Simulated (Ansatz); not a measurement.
CuH₂S₂⁺, that is Cu(SH)2 with one electron fewer. The state is a triplet with charge 1. Geometry PBE0-D4/def2-TZVP, that of the neutral doublet; atoms count from 1.

```xyz
5

Cu   -0.005    0.002    0.002
S    -0.498   -2.002    0.468
H    -1.186   -2.229   -0.667
S     0.493    2.004   -0.466
H     1.195    2.226    0.662
```

Q: Estimate the Mulliken populations from the PBE0/def2-TZVP orbitals of Ansatz.

A: 
| atom | charge (e) | spin (α − β) | d electrons |
| --- | --- | --- | --- |
| Cu1 | 0.22 | 0.14 | 9.74 |
| S2 | 0.14 | 0.96 | – |
| H3 | 0.25 | -0.02 | – |
| S4 | 0.14 | 0.96 | – |
| H5 | 0.25 | -0.02 | – |
Mulliken values depend strongly on the basis.

Q: Where does the spin sit?

A: Summed by element: Cu 0.14, S 1.91, H -0.05, of 2 unpaired in all. Largest on single atoms: S4 0.96, S2 0.96, Cu1 0.14.

Q: And the Mayer bond orders between heavy atoms (over 0.3)?

A: Cu1–S2 0.94 (2.12 Å); Cu1–S4 0.94 (2.12 Å).
